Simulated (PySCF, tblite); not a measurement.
Isomers of C4H8OP2, one GFN2-xTB conformer each. Single-point energies are computed at PBE0/pcSseg-1 (PySCF, gas phase, no added dispersion term), electronic only.

Question: Rank them by PBE0/pcSseg-1 energy, lowest first (kcal/mol).
A. `[CH3:1][P:2]([C:3]#[C:4][PH2:5])[CH2:6][OH:7]` with C1–P2–C6–O7 73°, P2–C6–O7–H 66°
B. `[CH3:1][P:2]([CH3:3])[CH2:4][P:5]=[C:6]=[O:7]` with C1–P2–C4–P5 54°, P2–C4–P5–C6 -91°

Answer: B (0.0), A (39.0).

As drawn, the lower has a C=O bond and cumulated double bonds, which the higher lacks; the higher has a C≡C bond and an O–H bond, which the lower lacks. GFN2-xTB itself gives, in the same order: 0.0, 24.0. Both levels put the same isomer lowest.

Question: Which frontier levels, dipoles and rotational constants go with these structures?

Answer: 
```csv
SMILES,"HOMO (eV, PBE0/pcSseg-1)",LUMO (eV),dipole (D),"A, B, C (MHz)"
CP(C)CP=C=O,-6.54,-1.91,1.18,"2859, 1157, 980.9"
CP(C#CP)CO,-6.84,-0.34,1.04,"4043, 661.2, 609.5"
```

Question: What happens when harmonic zero-point energies from GFN2-xTB frequencies are added?

Answer: 
| SMILES | ZPE (kcal/mol) | electronic (kcal/mol) | with ZPE (kcal/mol) |
| --- | --- | --- | --- |
| CP(C)CP=C=O | 68.8 | 0.0 | 0.0 |
| CP(C#CP)CO | 65.7 | 39.0 | 35.9 |

The zero-point energies span 3.1 kcal/mol. The order is unchanged.
